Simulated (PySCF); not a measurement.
Zn(F)(NMe2) (C2H6FNZn), SMILES C[N](C)[Zn][F].

Coordinates come from a B3LYP-D3(BJ)/def2-SVP optimisation. The structure was generated by enumeration; whether it is a known compound was not checked. Other conformers were not sampled.

Method: PySCF with TDDFT-PBE/def2-SVPD.

Vertical excitations. Isolated molecule, no solvent. State labels are in the subgroup Cs.

Computed UV-visible absorptions:
| state | symmetry | energy (eV) | λ (nm) | f | main pairs |
|---|---|---|---|---|---|
| S1 | A' | 3.18 | 389 | 0.016 | HOMO→LUMO 99 % |
| S2 | A" | 4.13 | 300 | 0.002 | HOMO→LUMO+1 100 % |
| S3 | A' | 4.70 | 264 | 0.051 | HOMO→LUMO+2 96 % |
| S4 | A' | 5.18 | 239 | 0.026 | HOMO→LUMO+3 98 % |
| S5 | A" | 6.22 | 199 | 0.002 | HOMO→LUMO+4 100 % |
| S6 | A' | 6.38 | 194 | 0.104 | HOMO−1→LUMO 74 %, HOMO−3→LUMO 20 % |
| S7 | A' | 6.44 | 192 | 0.009 | HOMO→LUMO+5 86 % |
| S8 | A" | 6.45 | 192 | 0.012 | HOMO−2→LUMO 99 % |
| S9 | A' | 6.52 | 190 | 0.066 | HOMO−3→LUMO 72 %, HOMO−1→LUMO 13 %, HOMO→LUMO+5 12 % |
| S10 | A' | 6.86 | 181 | 0.007 | HOMO→LUMO+6 97 % |
| T1 | A' | 2.81 | 441 | 0 | HOMO→LUMO 100 % |
| T2 | A" | 4.07 | 305 | 0 | HOMO→LUMO+1 100 % |
| T3 | A' | 4.21 | 294 | 0 | HOMO→LUMO+2 99 % |
| T4 | A' | 5.04 | 246 | 0 | HOMO→LUMO+3 100 % |
Triplets are in the Tamm–Dancoff approximation, which puts them higher than full response would, so one can lie above its singlet here.
